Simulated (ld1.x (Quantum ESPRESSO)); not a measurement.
Plane-wave convergence, PAW potential for Pb

```json
{"Element": "Pb", "Generator": "ld1.x (Quantum ESPRESSO) 7.5", "Type": "PAW", "Functional": "LDA (PZ)", "Relativity": "scalar-relativistic", "Frozen core": "[Xe] 4f14", "Valence charge": "14", "Reference configuration": "5d10 6s2 6p0 (charge +2)", "Partial waves": "6s (bound): rcut 1.80, rcutus 2.15 bohr; 6s channel at 0.75 Ry: rcut 1.80, rcutus 2.15 bohr; 6p (bound, empty): rcut 1.85, rcutus 2.50 bohr; 6p channel at 0.1 Ry: rcut 1.85, rcutus 2.50 bohr; 5d (bound): rcut 1.25, rcutus 1.60 bohr; 5d channel at -1.25 Ry: rcut 1.25, rcutus 1.60 bohr", "Local potential": "all-electron potential smoothed inside 1.70 bohr (lloc = -2)", "Core correction": "Bessel-smoothed model core, default radius (core density twice the valence density)", "Augmentation charge": "BESSEL, radius 1.00 bohr"}
```

The pseudo-atom Hamiltonian at the reference potential is diagonalised in spherical Bessel functions j_l(qr) that vanish at 20 bohr, with q² up to the cutoff. All-electron valence levels (Ry): 6s -2.0489, 6p -1.2858, 5d -2.7980.

Q: How do the lowest levels (Ry) of each channel move with the cutoff, and are there ghosts?

A:

| cutoff (Ry) | s #1 | s #2 | p #1 | p #2 | d #1 | f #1 | Σ f·Δε (mRy) |
| --- | --- | --- | --- | --- | --- | --- | --- |
| 8 | -2.0482 | -0.6587 | -1.2857 | -0.4673 | -1.3810 | -0.3040 | 14172.0 |
| 12 | -2.0486 | -0.6601 | -1.2857 | -0.4673 | -1.8561 | -0.3062 | 9419.7 |
| 21 | -2.0489 | -0.6602 | -1.2858 | -0.4673 | -2.5592 | -0.3074 | 2388.7 |
| 30 | -2.0489 | -0.6602 | -1.2858 | -0.4673 | -2.7540 | -0.3075 | 440.3 |
| 45 | -2.0489 | -0.6602 | -1.2859 | -0.4673 | -2.7971 | -0.3075 | 9.7 |
| 55 | -2.0490 | -0.6602 | -1.2859 | -0.4673 | -2.7973 | -0.3075 | 7.4 |
| 80 | -2.0490 | -0.6602 | -1.2859 | -0.4673 | -2.7979 | -0.3075 | 1.0 |
| 100 | -2.0490 | -0.6602 | -1.2859 | -0.4673 | -2.7980 | -0.3075 | 0.5 |
| 400 | -2.0490 | -0.6602 | -1.2859 | -0.4673 | -2.7980 | -0.3075 | 0.0 |

Result: no extra level below or beside the all-electron valence levels (s, p, d, f tested); 10 mRy is reached at 45 Ry and 1 mRy at 80 Ry.

Test run stopped at test 6 of 9 (negative rho).
